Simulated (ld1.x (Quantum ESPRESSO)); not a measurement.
**How hard is this Fe (Z = 26) ultrasoft potential?**

| Item | Value |
| --- | --- |
| Element | Fe |
| Generator | ld1.x (Quantum ESPRESSO) 7.5 |
| Type | ultrasoft |
| Functional | PBE |
| Relativity | fully relativistic |
| Frozen core | [Ar] |
| Valence charge | 8 |
| Reference configuration | 3d6 4s0 4p0 (charge +2) |
| Partial waves | 4s (bound, empty): rcut 1.40, rcutus 1.90 bohr; 4s channel at 2.45 Ry: rcut 1.40, rcutus 1.90 bohr; 4p (bound, empty): rcut 1.85, rcutus 2.25 bohr; 4p channel at -0.65 Ry: rcut 1.85, rcutus 2.25 bohr; 3d (bound): rcut 1.00, rcutus 1.30 bohr; 3d channel at -0.25 Ry: rcut 1.00, rcutus 1.30 bohr |
| Local potential | all-electron potential smoothed inside 1.70 bohr (lloc = -2) |
| Core correction | none |
| Augmentation charge | PSQ, inside the norm-conserving radii |

Open shells are filled in proportion to 2j + 1 (rel_dist='average').

The pseudo-atom Hamiltonian at the reference potential is diagonalised in spherical Bessel functions j_l(qr) that vanish at 20 bohr, with q² up to the cutoff. All-electron valence levels (Ry): 4s -1.4845, 4p1/2 -1.0567, 4p3/2 -1.0479, 3d3/2 -1.8971, 3d5/2 -1.8855.

Task: How do the lowest levels (Ry) of each channel move with the cutoff, and are there ghosts?

Result:

```
cutoff (Ry)     s #1  p1/2 #1  p1/2 #2  p3/2 #1  p3/2 #2  d3/2 #1  d5/2 #1     f #1  Σ f·Δε (mRy)
          8  -1.4781  -1.0562  -0.4256  -1.0473  -0.4232  -0.7265  -0.7255  -0.2743        6985.7
         18  -1.4843  -1.0567  -0.4258  -1.0479  -0.4234  -1.0415  -1.0346  -0.2744        5116.5
         35  -1.4845  -1.0567  -0.4258  -1.0479  -0.4234  -1.7281  -1.7168  -0.2744        1013.1
         55  -1.4845  -1.0568  -0.4258  -1.0479  -0.4234  -1.8932  -1.8817  -0.2744          23.2
         90  -1.4845  -1.0568  -0.4258  -1.0479  -0.4234  -1.8967  -1.8851  -0.2744           2.6
        140  -1.4845  -1.0568  -0.4258  -1.0479  -0.4234  -1.8971  -1.8855  -0.2744           0.4
        400  -1.4845  -1.0568  -0.4258  -1.0479  -0.4234  -1.8971  -1.8855  -0.2744           0.0
```

Result: no extra level below or beside the all-electron valence levels (s, p1/2, p3/2, d3/2, d5/2, f tested); 10 mRy is reached at 60 Ry and 1 mRy at 110 Ry.

Test run stopped at test 1 of 7 (negative rho).
